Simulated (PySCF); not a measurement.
From one molecule to another.

First species: C4H7NSi.
Atom-mapped SMILES: `[N:1]#[C:2][SiH:3]1[CH2:4][CH2:5][CH2:6]1` (hydrogens: H7 on Si3; H8, H9 on C4; H10, H11 on C5; H12, H13 on C6)

Second species: C5H6Se.
Structure used (PBE0-D3(BJ)/def2-SVP), in Å, numbered top down from 1:
```
atom  x, y, z in Å
C1     2.5448   -0.6453    0.0135
C2     1.5355    0.0185    0.1165
C3     0.3357    0.8177    0.2062
C4    -0.7867    0.4441   -0.7894
C5    -1.6172   -0.4865    0.0948
Se6   -0.8462    0.2916    1.7387
H7     3.4358   -1.2403   -0.0610
H8     0.5873    1.8878    0.2306
H9    -0.4228    0.0018   -1.7302
H10   -1.3613    1.3502   -1.0303
H11   -1.3286   -1.5436    0.0136
H12   -2.7078   -0.3904    0.0142
```

Levels: B3LYP/def2-SVPD for dipole moment, HOMO energy, LUMO energy, HOMO–LUMO gap, static isotropic polarisability and electronic spatial extent ⟨r²⟩ about the centre of nuclear charge; TDDFT B3LYP/def2-SVPD for lowest singlet excitation; PBE0-D3(BJ)/def2-SVP for rotational constant A and rotational constant C. Geometries: PBE0-D3(BJ)/def2-SVP. Each species is one conformer at its optimised geometry, gas phase, non-relativistic unless stated; the electronic structure was computed with PySCF and density fitting.

Values for the first species:

- Dipole moment: 4.08 D
- HOMO energy: -8.35 eV
- LUMO energy: -1.10 eV
- HOMO–LUMO gap: 7.25 eV
- Lowest singlet excitation: 6.15 eV
- Static isotropic polarisability: 75.3 au
- Electronic spatial extent ⟨r²⟩ about the centre of nuclear charge: 784 bohr²
- Rotational constant A: 6.974 GHz
- Rotational constant C: 1.617 GHz

Question: Estimate the same properties for the second species, and the change in each.

Answer: 
```
                                                         property      first     second  second less first
                                                    dipole moment     4.08 D     1.63 D            -2.45 D
                                                      HOMO energy   -8.35 eV   -6.07 eV           +2.28 eV
                                                      LUMO energy   -1.10 eV   -1.24 eV           -0.14 eV
                                                    HOMO–LUMO gap    7.25 eV    4.83 eV           -2.42 eV
                                        lowest singlet excitation    6.15 eV    3.60 eV           -2.55 eV
                                  static isotropic polarisability    75.3 au    86.1 au           +10.8 au
electronic spatial extent ⟨r²⟩ about the centre of nuclear charge  784 bohr²  836 bohr²          +52 bohr²
                                            rotational constant A  6.974 GHz  4.079 GHz         -2.895 GHz
                                            rotational constant C  1.617 GHz  1.440 GHz         -0.177 GHz
```

On the first: In atomic units the dipole is 1.60 e·bohr (1 au = 2.5417 D). S1 lies 1.10 eV below the HOMO–LUMO gap; its leading configuration is HOMO→LUMO, weight 0.95.

On the second: The polarisability is 12.75 Å³ as a volume (1 au = 0.148185 Å³), or 1.23 au for each of the 70 electrons. S1 lies 1.23 eV below the HOMO–LUMO gap; its leading configuration is HOMO→LUMO, weight 0.99. The calculation is non-relativistic and has no spin–orbit coupling, an omission that weighs most on selenium.
